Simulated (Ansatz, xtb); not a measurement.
# Relative energy of two isomers of C3H9AlF3N

Structure X is `C[C@H]([AlH2-][NH3+])C(F)(F)F`, a singlet and structure Y is `C[CH2][Al@H-]([NH3+])[C](F)(F)F`, a singlet. Both are isolated molecules in the gas phase, relaxed with r2SCAN-D4/def2-SVP; the shapes shown needn't be the lowest conformers.

X (Å):

```yaml
atoms:
  - { symbol: C, position_ang: [1.4514, -0.8823, 1.4478] }
  - { symbol: C, position_ang: [0.9617, 0.2078, 0.4838] }
  - { symbol: C, position_ang: [0.5352, -0.3860, -0.8108] }
  - { symbol: Al, position_ang: [-0.4699, 1.3947, 1.2990] }
  - { symbol: F, position_ang: [0.1544, 0.5683, -1.7147] }
  - { symbol: F, position_ang: [1.4654, -1.1327, -1.4377] }
  - { symbol: F, position_ang: [-0.5549, -1.2074, -0.6718] }
  - { symbol: N, position_ang: [-2.0569, 1.1287, 0.0272] }
  - { symbol: H, position_ang: [2.2782, -1.4758, 1.0214] }
  - { symbol: H, position_ang: [1.8089, -0.4372, 2.3886] }
  - { symbol: H, position_ang: [0.6380, -1.5772, 1.7115] }
  - { symbol: H, position_ang: [1.8062, 0.8729, 0.2215] }
  - { symbol: H, position_ang: [-0.2282, 2.9713, 1.1448] }
  - { symbol: H, position_ang: [-1.0783, 0.8222, 2.6675] }
  - { symbol: H, position_ang: [-2.3059, 0.1384, -0.0469] }
  - { symbol: H, position_ang: [-1.8166, 1.4322, -0.9206] }
  - { symbol: H, position_ang: [-2.8895, 1.6431, 0.3218] }
```

Y (Å):

```xyz
17

C     1.8903   -0.0621    0.2746
C     0.6140    0.7603    0.5107
C    -0.0632    0.9875   -2.7881
Al   -0.7536    0.6274   -0.9065
F     1.0834    0.2346   -3.0047
F     0.2463    2.2363   -3.1878
F    -0.9497    0.5006   -3.7289
N    -0.8061   -1.3622   -1.4157
H     2.6522    0.0928    1.0586
H     1.6847   -1.1491    0.2605
H     2.3637    0.1831   -0.6908
H     0.1707    0.4966    1.4909
H     0.8848    1.8295    0.6165
H    -2.2903    0.9990   -0.6774
H    -1.3836   -1.4661   -2.2555
H     0.1410   -1.6496   -1.6820
H    -1.1503   -2.0202   -0.7134
```

Estimate E(Y) − E(X) at the level CCSD(T)/def2-SVP + ΔMP2/def2-TZVPP.

Calculated at CCSD(T)/def2-SVP + ΔMP2/def2-TZVPP: E(Y) − E(X) = +3.9 kcal/mol, so structure X lies lower.

The same difference at several levels:

```
                             level            geometry  E(Y) − E(X) (kcal/mol)  departure from the last row (kcal/mol)  job, with rough time for the two
                r2SCAN-D4/def2-SVP  r2SCAN-D4/def2-SVP                      +7.3                                    +3.4             optimisation, 2.5 min
                       HF/def2-SVP  r2SCAN-D4/def2-SVP                      +7.6                                    +3.7           part of the CCSD(T) run
                      MP2/def2-SVP  r2SCAN-D4/def2-SVP                      +8.4                                    +4.5           part of the CCSD(T) run
                  CCSD(T)/def2-SVP  r2SCAN-D4/def2-SVP                      +8.0                                    +4.1                      single point
CCSD(T)/def2-SVP + ΔMP2/def2-TZVPP  r2SCAN-D4/def2-SVP                      +3.9                                                     single point, 2.9 min
```

As drawn, Y has 1 C–Al, 1 C–H in place of 1 C–C, 1 Al–H.

The levels shown agree on the order. The largest departure from CCSD(T)/def2-SVP + ΔMP2/def2-TZVPP is that of MP2/def2-SVP, 4.5 kcal/mol. Levels run at GFN2-xTB geometries aren't shown. The last row adds to CCSD(T) the change of the MP2 difference between the two basis sets, here −4.1 kcal/mol, a large step that makes the value less sure.

With thermal terms from frequencies at re-optimised GFN2-xTB minima (ideal gas, soft modes damped towards free rotors, one conformer each, 298.15 K, 1 atm): the zero-point term adds +1.3 kcal/mol; ΔH is +5.7 and ΔG +4.2 kcal/mol.

The correlated steps freeze 12 core orbitals. Codes used: Ansatz 0.2.0, xtb 6.7.1; the last row on 4 threads of Arm Neoverse V1 on a shared host.
